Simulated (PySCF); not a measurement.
Precursor series Sc F-OH. Gas-phase values, no solvent. One relaxed conformer stands for each flexible species; it need not be the lowest.

The HOMO from two functionals at the same geometries (BP86-D3(BJ)/def2-SVP), both in PySCF: PBE-D3(BJ)/def2-TZVP and B3LYP-D3(BJ)/def2-TZVP. B3LYP has the VWN-RPA correlation part, as in Gaussian. 

```json
[
 {"species": "0 of 3 F replaced by OH ([Sc(F)3])", "B3LYP-D3(BJ)/def2-TZVP (eV)": "-10.92"},
 {"species": "1 of 3 F replaced by OH ([Sc(F)2(OH)])", "B3LYP-D3(BJ)/def2-TZVP (eV)": "-8.99"},
 {"species": "2 of 3 F replaced by OH ([Sc(F)(OH)2])", "B3LYP-D3(BJ)/def2-TZVP (eV)": "-8.50"}
]
```

Task: What does PBE-D3(BJ)/def2-TZVP give for each?

Result: 
- 0 of 3 F replaced by OH ([Sc(F)3]): -9.18
- 1 of 3 F replaced by OH ([Sc(F)2(OH)]): -7.51
- 2 of 3 F replaced by OH ([Sc(F)(OH)2]): -7.06
Over these rows, drawn at random from the members with no instability flagged (it was tested for open shells, ions and some series alone), PBE minus B3LYP-D3(BJ): mean +1.55 eV, from +1.44 eV to +1.74 eV.
